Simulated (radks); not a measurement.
The numbers below are computed, except where a source is named.
Ionisation of Cd8+, [Kr] 4d4, to Cd9+, [Kr] 4d3, under several functionals. Dirac Kohn-Sham, spin-unpolarised, spherical densities, finite nucleus; open shells are shared between the two j in proportion to 2j + 1; a radial shooting solver on a logarithmic mesh with Libxc functionals. Known Delta-SCF values: Wu-Cohen GGA 150.33 eV. What does LDA (Slater exchange, Perdew-Zunger correlation) give, and what is its highest occupied eigenvalue?

Answer. 150.48 eV by Delta-SCF; the 4d5/2 eigenvalue is -139.37 eV. NIST: 150 eV (theoretical).

Beside tabulated values, note that spin-unpolarised runs miss the spin-polarisation part of the exchange energy of open shells.
